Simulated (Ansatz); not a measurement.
Geometry optimisation, RKS PBE0-D4/def2-SVP in Ansatz 0.2.0.

The input (input.yaml):

```yaml
crystal:
  periodic: [false, false, false]
  atoms:
    - { symbol: Al, position_ang: [0.126446, -0.47864, 0.237312] }
    - { symbol: "N", position_ang: [-0.010384, -0.477304, 2.093667] }
    - { symbol: H, position_ang: [-0.864226, -0.643272, 2.612063] }
    - { symbol: H, position_ang: [0.796064, -0.636712, 2.686011] }
    - { symbol: O, position_ang: [1.691153, -0.52236, -0.412714] }
    - { symbol: H, position_ang: [1.884066, -0.413844, -1.344841] }
    - { symbol: O, position_ang: [-1.234216, -0.437042, -0.776208] }
    - { symbol: H, position_ang: [-2.157829, -0.499048, -0.53618] }
    - { symbol: P, position_ang: [-0.447872, 2.903559, 0.816945] }
    - { symbol: H, position_ang: [-1.851583, 2.960285, 1.065246] }
    - { symbol: H, position_ang: [-0.117646, 3.776173, 1.897204] }
    - { symbol: H, position_ang: [-0.272673, 1.717705, 1.595395] }
basis:
  gaussian: { orbitals: def2-SVP }
hamiltonian:
  xc: pbe0
  dispersion: d4
relax:
  f_tol: 0.03
  max_steps: 50
```

Command:

```bash
$ ansatz run input.yaml --threads 4 --pin off --max-ram 5120MiB --backend cpu --events-out ev --progress --plain --runs-dir out
```

Question: Where does it end, and by what steps?

Answer: It converged. The force dipped under the threshold on the way, but the program's further checks kept it going. After 29 steps the energy has fallen by 0.489 eV; H12 moved furthest, 1.61 Å. Joined: Al1–P9 (3.48 → 2.55 Å).

```tsv
step	energy less start (eV)	largest force component (eV/Å)	accepted
0	0.0000	1.724	yes
2	-0.1167	0.169	yes
4	-0.1275	0.192	yes
6	-0.1336	0.113	yes
8	-0.1361	0.150	yes
10	-0.1375	0.025	yes
12	-0.1384	0.035	yes
14	-0.1390	0.046	yes
16	-0.1411	0.299	yes
18	-0.1679	0.543	yes
20	-0.2838	0.392	yes
22	-0.3736	0.490	yes
24	-0.4395	0.309	yes
26	-0.4716	0.443	yes
28	-0.4845	0.149	yes
29	-0.4887	0.025	yes
```

```xyz
12
Properties=species:S:1:pos:R:3
Al -0.076 -0.101 0.449
N 0.141 -0.737 2.104
H -0.599 -1.028 2.731
H 1.044 -0.977 2.497
O 1.392 0.146 -0.417
H 1.406 0.140 -1.375
O -1.572 -0.330 -0.385
H -1.952 -1.207 -0.464
P -0.503 2.343 1.037
H -0.779 3.361 0.086
H 0.570 2.981 1.707
H -1.531 2.657 1.963
```

Whether the end is a true minimum wasn't checked by a vibrational analysis.

Run time: 54 s on 4 threads of Arm Neoverse V1 (shared host), peak memory 0.25 GiB.
